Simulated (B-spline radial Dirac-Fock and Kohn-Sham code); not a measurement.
# Relative photoemission cross sections at 4000 eV: 4d3/2, 4d5/2, Zr to Pm

Method: the independent-particle Dirac-Slater model, thresholds from Dirac-Fock. Computed with a radial atomic solver. Cross sections are relative to C 1s, computed as 0.7121 kb at this energy; β is from the dipole term. Free atoms in their tabulated ground configurations, whose changes along a row show as steps; without correlation, outer binding energies come out low.

```csv
Z,element,σ 4d3/2,σ 4d5/2,β 4d5/2,binding 4d5/2 (eV)
40,Zr,0.0250,0.0355,0.84,6.54
43,Tc,0.142,0.201,0.90,10.10
46,Pd,0.463,0.645,0.96,6.28
48,Cd,0.746,1.04,0.99,16.14
49,In,0.925,1.29,1.01,23.49
50,Sn,1.13,1.58,1.03,31.22
54,Xe,2.21,3.09,1.09,66.52
56,Ba,2.94,4.12,1.12,98.02
57,La,3.36,4.70,1.13,112.2
58,Ce,3.74,5.21,1.14,118.8
59,Pr,4.08,5.68,1.16,118.1
60,Nd,4.51,6.27,1.17,124.5
61,Pm,4.96,6.89,1.18,130.9
```
